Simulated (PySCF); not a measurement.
Computed shifts of a molecule CH₆FNOSi, PBE/pcSseg-1 (PySCF), GIAO, gas phase, atoms alike by connectivity averaged where their shifts nearly agree, in ppm (number of nuclei): ²⁹Si: -42.7 (1). ¹⁵N: 38.6 (1). ¹⁹F: -159.8 (1). ¹³C: 56.5 (1). ¹H: 4.97 (1), 4.12 (3), 1.38 (1), 1.28 (1). References: ²⁹Si against TMS (σ = 335.4 ppm); ¹⁵N against NH3 (σ = 267.0 ppm); ¹⁹F against CFCl3 (σ = 133.6 ppm); ¹⁷O against H2O (σ = 334.3 ppm); ¹³C against TMS (σ = 182.0 ppm); ¹H against TMS (σ = 31.49 ppm), references at their B3LYP-D3(BJ)/def2-TZVP geometries, non-relativistic. Geometry: B3LYP-D3(BJ)/def2-SVP. The values are those of a single conformer.

Task: Pick the molecule that these values belong to.
(A) C[Si@@](N)(O)F
(B) CO[SiH](N)F
(C) NC[Si@@H](O)F
(D) CN[Si@H](O)F

Result: B, CO[SiH](N)F
